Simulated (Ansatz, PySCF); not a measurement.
Two conformers of CH4GeO2 (SMILES C[O][Ge][OH]), B3LYP-D3(BJ)/def2-TZVP minima.
Conformer 1 (charge 0, multiplicity 1):
```json
[
 {"atom": "C", "x (Å)": "-1.2451", "y (Å)": "0.4631", "z (Å)": "-0.1128"},
 {"atom": "O", "x (Å)": "0.1434", "y (Å)": "0.1968", "z (Å)": "-0.0167"},
 {"atom": "Ge", "x (Å)": "0.8130", "y (Å)": "-1.3973", "z (Å)": "0.5114"},
 {"atom": "O", "x (Å)": "2.5279", "y (Å)": "-0.9074", "z (Å)": "0.3611"},
 {"atom": "H", "x (Å)": "-1.5049", "y (Å)": "1.2963", "z (Å)": "0.5448"},
 {"atom": "H", "x (Å)": "-1.4947", "y (Å)": "0.7415", "z (Å)": "-1.1396"},
 {"atom": "H", "x (Å)": "-1.8605", "y (Å)": "-0.4004", "z (Å)": "0.1678"},
 {"atom": "H", "x (Å)": "2.6210", "y (Å)": "0.0073", "z (Å)": "0.0611"}
]
```
Conformer 2 (charge 0, multiplicity 1):
```json
[
 {"atom": "C", "x (Å)": "-1.3988", "y (Å)": "-0.3056", "z (Å)": "0.4089"},
 {"atom": "O", "x (Å)": "0.0117", "y (Å)": "-0.1826", "z (Å)": "0.4480"},
 {"atom": "Ge", "x (Å)": "0.9410", "y (Å)": "0.5513", "z (Å)": "-0.8954"},
 {"atom": "O", "x (Å)": "2.5279", "y (Å)": "0.3223", "z (Å)": "-0.0798"},
 {"atom": "H", "x (Å)": "-1.6748", "y (Å)": "-1.3595", "z (Å)": "0.4934"},
 {"atom": "H", "x (Å)": "-1.8350", "y (Å)": "0.2348", "z (Å)": "1.2525"},
 {"atom": "H", "x (Å)": "-1.8368", "y (Å)": "0.0908", "z (Å)": "-0.5160"},
 {"atom": "H", "x (Å)": "3.2647", "y (Å)": "0.6485", "z (Å)": "-0.6087"}
]
```

No zero-point or thermal terms.

Rows in 6-31G* carry no dispersion term and start afresh at each structure (6-31G* with six Cartesian d functions); the Pople sets are all-electron and without relativity.

Run with Ansatz (a program for electronic structure) with Gaussian orbitals; PySCF for 6-31G* rows, the dispersion terms. Each number belongs to the level named beside it.

### Question
One of these levels gives 3.96 kcal/mol for the electronic energy of conformer 2 less that of conformer 1. Which one is it?
A. B3LYP/6-31G*
B. r2SCAN/def2-TZVPP
C. HF/6-31G*
D. BLYP-D3(BJ)/def2-TZVPP

### Answer
C, HF/6-31G*. The others give 2.51 (BLYP-D3(BJ)/def2-TZVPP), 2.14 (r2SCAN/def2-TZVPP), 3.27 (B3LYP/6-31G*)
